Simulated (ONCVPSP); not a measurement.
# Logarithmic derivatives: Os (Z = 76), ONCV

Os, optimised norm-conserving Vanderbilt (ONCV), made with ONCVPSP 4.0.1 (LDA (Perdew-Wang 92), scalar-relativistic). Core [Kr] 4d10 4f14, reference 5s2 5p6 5d6 6s1 6p1. Waves: 5s+6s: rc 1.50 bohr, ncon 3, nbas 8, qcut 9.4 1/bohr, 2 projectors; 5p+6p: rc 1.95 bohr, ncon 3, nbas 6, qcut 6.4 1/bohr, 2 projectors; 5d: rc 1.80 bohr, ncon 4, nbas 7, qcut 5.4 1/bohr, 1 projector. Local part: polynomial inside 1.30 bohr (lpopt 5, dvloc0 0 Ha). Core correction: Teter function fitted to the true core (icmod 2), fcfact 0.4.

The phase is arctan(r·R′/R) of the radial function R(r), unwrapped; energies in Ha, scanned from -5 to 5 Ha. A pole is an energy at which the radial function vanishes at the test radius. The pseudo phase is shifted by a multiple of π to meet the all-electron one at the reference energy, and phase errors are pseudo minus all-electron; the curves can meet again beyond the range given. Levels narrower than the energy grid can be missing from the lists of poles.

| channel | radius (bohr) | reference energy (Ha) | poles, all-electron | poles, pseudo | unbroken range about the reference energy with phases within 0.05 rad | phase error 1 Ha above the reference energy (rad) |
| --- | --- | --- | --- | --- | --- | --- |
| s | 1.52 | -0.28 | -2.69 | -2.69 | the whole range | -0.000 |
| p | 1.98 | -0.08 | -1.69, 4.68 | -1.69, 4.48 | the whole range | -0.003 |
| d | 1.82 | -0.30 | 0.90 | 0.89 | below 2.8 | -0.001 |

Phases in the d channel:

```
E (Ha)  all-electron  pseudo
 -4.96         1.344   1.344
 -4.48         1.327   1.327
 -4.00         1.306   1.305
 -3.52         1.277   1.277
 -3.04         1.239   1.238
 -2.56         1.182   1.182
 -2.08         1.089   1.089
 -1.60         0.907   0.906
 -1.12         0.440   0.438
 -0.64        -0.585  -0.585
 -0.16        -1.196  -1.196
  0.32        -1.428  -1.429
  0.80        -1.550  -1.552
  1.28        -1.637  -1.640
  1.76        -1.716  -1.722
  2.24        -1.807  -1.821
  2.72        -1.940  -1.975
  3.20        -2.196  -2.308
  3.68        -2.837  -3.179
  4.16        -3.778  -4.018
  4.64        -4.218  -4.331
```
